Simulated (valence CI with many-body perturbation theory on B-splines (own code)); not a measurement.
**Level structure of Er LV**

Computed by valence CI with perturbative core correlation (CI+MBPT): four valence electrons over a frozen Dirac-Fock core [Ne], a basis of 9 s, 9 p, 8 d, 6 f, 3 g, 1 h functions for each j, with the one-electron correlation potential Σ1, the two-electron term Σ2, the three-electron term Σ3, Breit, model QED; selected CI, second order for the rest, scaled by the run's own slope (own B-spline code, finite nucleus).

The last digits are not significant, and no measured levels were compared; by estimate large intervals hold to a few tenths of a per cent, small ones and those within an open d or f shell to about a per cent.

Levels 1 to 36 of 36, with energies above the lowest level, (3s^2 3p1/2^2) J=0. "Leading %" is the weight of the configuration and term that name the level; weights of strongly mixed levels are sums over their largest components and can fall short, so below about 35 % the name and the second component can differ from the true leading terms, or belong to a minority configuration. In the jj column 3d3/2^4 stands for four electrons in 3d with j = 3/2.

| No. | Configuration | Term | J | E (Ry) | Leading % | g | Leading jj |
| --- | --- | --- | --- | --- | --- | --- | --- |
| 1 | 3s²3p² | ³P | 0 | 0.000 | 69 |  | 3s^2 3p1/2^2 (99 %) |
| 2 | 3s²3p² | ³P | 1 | 16.906 | 99 | 1.491 | 3s^2 3p1/2 3p3/2 (99 %) |
| 3 | 3s²3p² | ¹D | 2 | 17.530 | 64 | 1.168 | 3s^2 3p1/2 3p3/2 (99 %) |
| 4 | 3s3p³ | ³P° | 2 | 27.712 | 45 | 1.540 | 3s 3p1/2^2 3p3/2 (96 %) |
| 5 | 3s3p³ | ³D° | 1 | 29.593 | 30 | 1.035 | 3s 3p1/2^2 3p3/2 (83 %) |
| 6 | 3s²3p3d | ³F° | 2 | 31.449 | 74 | 0.755 | 3s^2 3p1/2 3d3/2 (99 %) |
| 7 | 3s²3p3d | ³D° | 1 | 34.251 | 45 | 0.877 | 3s^2 3p1/2 3d3/2 (84 %) |
| 8 | 3s²3p² | ³P | 2 | 34.899 | 63 | 1.310 | 3s^2 3p3/2^2 (98 %) |
| 9 | 3s²3p² | ¹S | 0 | 36.252 | 68 |  | 3s^2 3p3/2^2 (98 %) |
| 10 | 3s²3p3d | ³P° | 2 | 36.690 | 44 | 1.295 | 3s^2 3p1/2 3d5/2 (95 %) |
| 11 | 3s²3p3d | ³F° | 3 | 36.753 | 52 | 1.111 | 3s^2 3p1/2 3d5/2 (97 %) |
| 12 | 3s3p²3d | ³D | 1 | 42.517 | 42 | 0.427 | 3s 3p1/2^2 3d3/2 (98 %) |
| 13 | 3s3p²3d | ³D | 2 | 42.985 | 29 | 1.140 | 3s 3p1/2^2 3d3/2 (96 %) |
| 14 | 3s3p³ | ³D° | 2 | 44.194 | 50 | 1.516 | 3s 3p1/2 3p3/2^2 (94 %) |
| 15 | 3s3p³ | ³D° | 3 | 45.347 | 93 | 1.310 | 3s 3p1/2 3p3/2^2 (93 %) |
| 16 | 3s3p³ | ³P° | 0 | 46.141 | 87 |  | 3s 3p1/2 3p3/2^2 (87 %) |
| 17 | 3s3p³ | ³P° | 1 | 47.074 | 36 | 1.270 | 3s 3p1/2 3p3/2^2 (83 %) |
| 18 | 3s3p³ | ¹D° | 2 | 47.137 | 56 | 1.083 | 3s 3p1/2 3p3/2^2 (73 %) |
| 19 | 3s3p²3d | ³D | 3 | 47.447 | 32 | 1.353 | 3s 3p1/2^2 3d5/2 (97 %) |
| 20 | 3s3p³ | ³S° | 1 | 47.850 | 33 | 1.352 | 3s 3p1/2 3p3/2^2 (96 %) |
| 21 | 3s3p²3d | ³F | 2 | 48.369 | 28 | 1.022 | 3s 3p1/2^2 3d5/2 (94 %) |
| 22 | 3s²3p3d | ³F° | 3 | 50.828 | 42 | 1.094 | 3s^2 3p3/2 3d3/2 (93 %) |
| 23 | 3s²3p3d | ³D° | 2 | 51.001 | 41 | 1.060 | 3s^2 3p3/2 3d3/2 (73 %) |
| 24 | 3s²3p3d | ³P° | 1 | 51.064 | 48 | 1.123 | 3s^2 3p3/2 3d3/2 (84 %) |
| 25 | 3s²3p3d | ³P° | 0 | 51.151 | 87 |  | 3s^2 3p3/2 3d3/2 (87 %) |
| 26 | 3s²3p3d | ³F° | 4 | 53.229 | 99 | 1.240 | 3s^2 3p3/2 3d5/2 (99 %) |
| 27 | 3s²3p3d | ³P° | 2 | 53.799 | 44 | 1.242 | 3s^2 3p3/2 3d5/2 (94 %) |
| 28 | 3s²3p3d | ³D° | 3 | 55.464 | 57 | 1.191 | 3s^2 3p3/2 3d5/2 (94 %) |
| 29 | 3s²3p3d | ¹P° | 1 | 56.092 | 63 | 1.076 | 3s^2 3p3/2 3d5/2 (95 %) |
| 30 | 3p⁴ | ³P | 2 | 57.483 | 26 | 1.188 | 3s 3p1/2 3p3/2 3d3/2 (57 %) |
| 31 | 3s3p²3d | ⁵D | 0 | 58.029 | 72 |  | 3s 3p1/2 3p3/2 3d3/2 (90 %) |
| 32 | 3s3p²3d | ⁵D | 1 | 58.223 | 52 | 1.152 | 3s 3p1/2 3p3/2 3d3/2 (99 %) |
| 33 | 3s3p²3d | ⁵F | 3 | 58.565 | 45 | 1.141 | 3s 3p1/2 3p3/2 3d3/2 (96 %) |
| 34 | 3s3p²3d | ⁵F | 2 | 58.716 | 26 | 1.172 | 3s 3p1/2 3p3/2 3d3/2 (55 %) |
| 35 | 3p⁴ | ¹S | 0 | 59.376 | 43 |  | 3p1/2^2 3p3/2^2 (68 %) |
| 36 | 3s3p²3d | ³F | 4 | 59.655 | 29 | 1.174 | 3s 3p1/2 3p3/2 3d3/2 (92 %) |

The ionisation energy to 3s²3p ²P°1/2 of the next ion comes out as 5331.3 eV (NIST: 5329 ± 5 eV (theoretical)). All 36 levels together are meant to be complete up to 60.351 Ry.
